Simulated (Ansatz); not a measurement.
The same group exchange along the group B, Ga, In.

Calculated with Ansatz (gas phase, PBE0-D4/def2-TZVP geometries, no zero-point term in ΔE). CCSD(T)/CBS adds triple-zeta CCSD(T) − MP2 to the extrapolated MP2 energy (def2 sets, frozen cores). This one scheme is used for every species. DFT in def2-TZVPP. def2 core potentials past Kr. For Ga, In outer-core shells are correlated without core-valence functions, which leaves a few kJ/mol of doubt a bond. Scalar relativity is left out up to krypton. One conformer a species, not always the lowest.

```json
{"reaction": "`CBCO` + `CF` → `CBCF` + CH₃OH", "ωB97X-V (kJ/mol)": "-1"}
{"reaction": "`[CH3][GaH][CH2]O` + `CF` → `[CH3][GaH][CH2]F` + CH₃OH", "ωB97X-V (kJ/mol)": "-4"}
{"reaction": "`[CH3][InH][CH2]O` + `CF` → `[CH3][InH][CH2]F` + CH₃OH", "ωB97X-V (kJ/mol)": "-5"}
```

Task: Give the CCSD(T)/CBS values in the same order. (Estimate.)

Result: Computed: 0, -2, -2 kJ/mol.

Largest T1 diagnostic: 0.012, for `[CH3][InH][CH2]F`.
